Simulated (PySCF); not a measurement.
MoBr₅, SMILES [Mo]([Br])([Br])([Br])([Br])[Br] (connectivity only; charge and spin as stated), neutral, multiplicity 2. Atoms are numbered in the order given.

```xyz
6

Mo     0.0000     0.0000     0.0483
Br     2.1074     0.0000    -1.1407
Br     0.0000     2.4726    -0.1051
Br     0.0000    -2.4726    -0.1051
Br     0.0000     0.0000     2.4337
Br    -2.1074     0.0000    -1.1407
```
Charge 0, spin multiplicity 2.

Geometry optimised at B3LYP-D3(BJ)/def2-SVP. The multiplicity is an assumed one; other spin states were not compared. The def2 effective core potentials stand for the cores of Mo; spin–orbit coupling is left out.

These are PySCF with PBE0/def2-TZVP values and carry that method's errors.

Atomic charges (e):

```
atom  Mulliken  Löwdin  Mulliken spin
----  --------  ------  -------------
Mo1       0.83     [?]           1.03
Br2      -0.16     [?]           0.00
Br3      -0.18     [?]           0.01
Br4      -0.18     [?]           0.01
Br5      -0.15     [?]          -0.05
Br6      -0.16     [?]           0.00
```

Q: Fill in the missing entries. (An estimate is asked for; the answer gives what the named calculation found.)

A: 
- Mo1, Löwdin: -0.88
- Br2, Löwdin: 0.20
- Br3, Löwdin: 0.12
- Br4, Löwdin: 0.12
- Br5, Löwdin: 0.26
- Br6, Löwdin: 0.20
